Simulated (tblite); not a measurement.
Run record: nudged-elastic-band run, `CCOC[C@@H](F)CCl`.

Computed with GFN2-xTB (tblite), gas phase: nudged elastic band of 9 images (0 to 8), spring 0.2 eV/Å², climbing image at the end, force threshold 0.05 eV/Å. No saddle search or frequency run followed, so the top image need not be a first-order saddle, and its height can exceed the method's true barrier by a kcal/mol or more. The command runs a driver script over a list of jobs; the input below is this job's line of settings and its coordinates in Å. «atoms» counts from 0 and names the dihedral (O3–C4–C5–C7 when counted from 1); «turn» is the rotation in degrees that makes the guess of the end point.

Command:
```bash
OMP_NUM_THREADS=1 python probes_run.py task.json out
```

Input:
```
{"job": {"kind": "neb", "xc": "GFN2-xTB", "basis": "xTB", "atoms": [2, 3, 4, 6], "turn": 120}, "charge": 0, "multiplicity": 1}
C     -2.565041    -0.407990     0.976793
C     -1.734393    -0.237222    -0.284055
O     -0.424609     0.130709     0.092676
C      0.437056     0.310612    -0.998038
C      1.815639     0.736833    -0.493808
F      1.760732     2.041064    -0.049347
C      2.308518    -0.124151     0.662544
Cl     2.686412    -1.751894     0.075914
H     -2.137314    -1.189003     1.599291
H     -2.571114     0.520390     1.540906
H     -3.584722    -0.676061     0.715577
H     -1.704928    -1.177019    -0.858307
H     -2.169349     0.541896    -0.929729
H      0.051074     1.088335    -1.675006
H      0.544629    -0.625218    -1.568761
H      2.531945     0.730221    -1.325897
H      3.218078     0.300007     1.088324
H      1.528628    -0.205191     1.419265
```

Output:
```
image   E - E0 / eV
  0      -0.0000
  1       0.0244
  2       0.0965
  3       0.1883
  4       0.2182
  5       0.1552
  6       0.0786
  7       0.0319
  8       0.0169
```

Q: Read off the barriers.

A: The highest image is 4: 0.218 eV (5.03 kcal/mol) above the start and 0.201 eV (4.64 kcal/mol) above the end. The band met its force threshold.

Q: Which dihedral does each image have?

A: 0: 47°, 1: 62°, 2: 79°, 3: 101°, 4: 125°, 5: 149°, 6: 169°, 7: -175°, 8: -160°.

Q: Give the geometry of the highest image and of the end point.

A: 
Image 4:
```
atom  x, y, z in Å
C1     -2.946    0.046    0.755
C2     -1.853   -0.322   -0.236
O3     -0.660    0.312    0.165
C4      0.443   -0.011   -0.633
C5      1.687    0.725   -0.087
F6      1.378    1.370    1.085
C7      2.850   -0.211    0.226
Cl8     3.480   -0.934   -1.266
H9     -2.670   -0.293    1.749
H10    -3.069    1.124    0.783
H11    -3.885   -0.418    0.464
H12    -1.709   -1.414   -0.259
H13    -2.126    0.004   -1.252
H14     0.269    0.291   -1.678
H15     0.614   -1.101   -0.626
H16     2.003    1.510   -0.786
H17     3.660    0.348    0.698
H18     2.526   -1.018    0.883
```

Image 8:
```
atom  x, y, z in Å
C1     -3.067    0.417    0.288
C2     -1.865   -0.424   -0.105
O3     -0.693    0.275    0.259
C4      0.487   -0.412   -0.058
C5      1.680    0.430    0.387
F6      1.891    0.253    1.739
C7      2.981    0.048   -0.313
Cl8     2.910    0.475   -2.032
H9     -3.057    0.593    1.360
H10    -3.029    1.376   -0.221
H11    -3.985   -0.097    0.017
H12    -1.893   -1.398    0.408
H13    -1.862   -0.613   -1.191
H14     0.551   -0.584   -1.144
H15     0.523   -1.387    0.454
H16     1.446    1.492    0.247
H17     3.815    0.591    0.132
H18     3.157   -1.026   -0.239
```

Hardware: one thread of an Arm Neoverse V1, shared host. Cost: 3.8 s wall, 0.18 GiB resident at most.
